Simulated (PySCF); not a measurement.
CH10FNSi3, SMILES F[SiH2]C[SiH2]N[SiH3]. Atoms are numbered in the order given.

```xyz
16

F      2.8694    -0.4437    -1.2418
Si     2.6079    -0.0529     0.3239
C      0.9127     0.7082     0.4519
Si    -0.3743    -0.0808    -0.6854
N     -2.0091     0.4325    -0.3487
Si    -3.1040    -0.1630     0.8676
H      2.6865    -1.3118     1.1171
H      3.6936     0.8823     0.7346
H      0.9616     1.7910     0.2382
H      0.5639     0.6042     1.4968
H     -0.0668     0.2937    -2.0955
H     -0.3039    -1.5615    -0.5029
H     -2.3248     1.2439    -0.8779
H     -2.4867    -1.3968     1.4362
H     -4.4450    -0.4878     0.2909
H     -3.3300     0.8123     1.9826
```
Charge 0, spin multiplicity 1.

The structure is a stationary point at r2SCAN-D4/def2-SVP. The structure was generated by enumeration, and PubChem lists no compound with its InChIKey, so it may never have been made. One conformer was computed; it need not be the lowest.

Two levels are set side by side: PBE/pcSseg-1 (PySCF) and HF/pcSseg-1 (PySCF). GIAO shifts against CFCl3 (¹⁹F), NH3 (¹⁵N), TMS (²⁹Si), TMS (¹H), TMS (¹³C) at the same level; non-relativistic, no solvent, atoms listed together averaged. Differences are taken from unrounded values.

```
quantity                          HF     PBE  PBE minus HF
----------------------------  ------  ------  ------------
δ(¹⁹F) of F1 (ppm)            -174.7  -245.4         -70.7
δ(²⁹Si) of Si2 (ppm)            -2.4    11.0          13.3
δ(¹³C) of C3 (ppm)               3.6    10.0           6.4
δ(²⁹Si) of Si4 (ppm)           -28.2   -26.7           1.5
δ(¹⁵N) of N5 (ppm)              -0.1    15.3          15.5
δ(²⁹Si) of Si6 (ppm)           -51.2   -52.4          -1.2
δ(¹H) of H11, H12 (ppm)         4.72    5.36          0.64
δ(¹H) of H13 (ppm)              0.02   -0.11         -0.14
δ(¹H) of H14, H15, H16 (ppm)    4.56    5.17          0.60
```

Rough cost on one machine, each run with all the roots and properties that it gave: HF against PBE within a factor of 2.
